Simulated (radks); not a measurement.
Initial-state core-level shifts of neutral rhodium when its valence configuration changes from [Kr] 4d8 5s1. All-electron calculation, Dirac Kohn-Sham, LDA (Slater exchange, Perdew-Wang correlation), spin-unpolarised, spherical densities, point nucleus; open shells fill j = l - 1/2 first. Program: a radial shooting solver on a logarithmic mesh with Libxc functionals. Shifts are changes of the shell-averaged eigenvalues in eV (positive: less bound).

valence              1s      2p      3p      4s
4d8 5p1          -1.586  -1.535  -1.557  -1.604
4d6 5s2 5p1      -9.238  -9.703  -9.576  -8.859
4d7.5 5s1 5p0.5  -2.546  -2.625  -2.617  -2.515
4d7 5p2          -6.469  -6.613  -6.606  -6.369
4d7.5 5p1.5      -3.978  -4.014  -4.028  -3.957
4d7 5s0.5 5p1.5  -5.823  -5.984  -5.966  -5.721
4d6.5 5p2.5      -9.141  -9.407  -9.365  -8.914
4d7 5s2          -3.616  -3.833  -3.787  -3.509
4d9              +2.989  +3.152  +3.144  +2.998
